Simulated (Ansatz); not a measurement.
Basis sets compared for Ga12P12H32, a nanocrystal cut from zinc blende GaP (hydrogen-capped). Charge 0, multiplicity 1. Geometry PBE-D4/def2-SVP. Ansatz on 11 threads of AMD EPYC 7R13 on a shared host and a whole NVIDIA H100 80GB HBM3; times are rough, and most runs start from earlier orbitals.

```xyz
56

Ga   -3.235   -0.140    3.401
Ga   -3.988    1.503   -2.734
Ga    0.384    3.392   -2.713
Ga    0.571    1.121    4.017
Ga    2.546    2.945    0.669
Ga   -1.128    1.634    0.542
Ga   -2.022   -2.248    0.200
Ga   -0.075   -0.380   -2.472
Ga    1.675   -0.855    0.838
Ga   -0.177   -2.855    3.724
Ga    3.624    0.521   -2.374
Ga    2.257   -4.032   -2.076
P    -3.297    1.925   -0.441
P    -1.472    1.482    2.869
P    -2.159   -2.124    2.580
P     0.388    3.241   -0.285
P    -2.257   -0.076   -3.429
P     1.447    1.258   -3.142
P     2.104    2.729    3.036
P     1.291   -0.970    3.161
P     3.190    0.753    0.009
P    -0.408   -0.480   -0.167
P     0.585   -2.593   -3.130
P     2.313   -3.065    0.154
H    -3.356   -0.158    4.975
H    -4.448    0.254    2.451
H    -5.328    0.678   -2.668
H    -3.733    2.822   -3.549
H     1.340    4.571   -3.140
H    -1.126    3.252   -3.169
H     0.554    1.288    5.582
H     3.591    4.086    0.379
H    -3.341   -1.727   -0.523
H    -1.285   -3.562   -0.311
H    -0.366   -2.812    5.291
H     0.458   -4.102    2.971
H     4.728    1.570   -2.781
H     3.711   -1.033   -2.666
H     3.628   -3.694   -2.765
H     1.590   -5.453   -1.947
H    -3.719    3.250   -0.108
H    -4.136    1.197    0.462
H    -1.903    2.787    3.277
H    -3.101   -3.143    2.943
H    -0.058    4.503    0.227
H    -2.056    0.076   -4.838
H    -2.841   -1.380   -3.442
H     1.469    1.113   -4.569
H     1.763    4.030    3.527
H     3.368    2.604    3.697
H     2.578   -1.191    3.751
H     4.425    0.522    0.698
H    -0.634   -3.335   -3.210
H     0.878   -2.523   -4.528
H     1.569   -3.885    1.061
H     3.623   -3.294    0.683
```

Single mean-field runs in def2-SVP, def2-TZVP are fitted with def2-universal-jkfit.

Binding counts from free atoms (Ga doublet, P quartet, H doublet) in the same basis, without a counterpoise term.

| level | functions | energy (Eh) | HOMO (eV) | LUMO (eV) | binding per atom (eV) | wall time |
| --- | --- | --- | --- | --- | --- | --- |
| PBE-D4/def2-SVP | 760 | -27204.7781 | -5.93 | -2.13 | 2.80 | 3.9 s |
| PBE0-D4/def2-SVP | 760 | -27205.6773 | -6.96 | -1.42 | 2.79 | 6.5 s |

**Question.** Estimate the rows for PBE-D4/def2-TZVP (with forces), PBE0-D4/def2-TZVP (with forces).

**Answer.** 
| level | functions | energy (Eh) | HOMO (eV) | LUMO (eV) | binding per atom (eV) | wall time |
| --- | --- | --- | --- | --- | --- | --- |
| PBE-D4/def2-TZVP (with forces) | 1212 | -27209.1468 | -5.99 | -2.28 | 2.79 | 8 s |
| PBE0-D4/def2-TZVP (with forces) | 1212 | -27210.0131 | -6.98 | -1.55 | 2.79 | 16 s |
